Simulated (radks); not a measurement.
The lithium anion Li-, [He] 2s2, held by a Watson sphere: a shell of charge +1 at radius R that stands for the Madelung well of a crystal (potential energy -1/R inside, -1/r outside, in hartree with lengths in bohr). Method: scalar-relativistic Kohn-Sham, LB94 model potential, spin-polarised, spherical densities, finite nucleus; Fermi nuclear charge, rms radius of each element as measured or else 0.836 A^(1/3) + 0.57 fm; computed with a radial shooting solver on a logarithmic mesh with Libxc functionals. Response by self-consistent Sternheimer equations with the Hartree and adiabatic LDA kernel, the relativistic mass of each level held fixed and spin-orbit coupling left out. The sphere does not respond.

\begin{tabular}{lrrrrrr}
R (bohr) & e(1s) (eV) & e(2s) (eV) & <r> 2s (bohr) & sum of <r^2> (bohr^2) & X-ray form factor at sin(theta)/lambda = 0.3 1/angstrom & alpha (bohr^3) \\ \hline
1.58 & -66.880 & -7.410 & 3.098 & 23.74 & 1.496 & 79.27 \\
2.51 & -62.996 & -6.721 & 3.436 & 28.74 & 1.499 & 106.8 \\
3.1 & -62.214 & -6.247 & 3.671 & 32.63 & 1.507 & 133.2 \\
3.22 & -62.112 & -6.154 & 3.718 & 33.44 & 1.509 & 139.2 \\
3.3 & -62.050 & -6.093 & 3.748 & 33.98 & 1.509 & 143.4 \\
3.76 & -61.767 & -5.757 & 3.918 & 37.10 & 1.513 & 168.7 \\
\end{tabular}
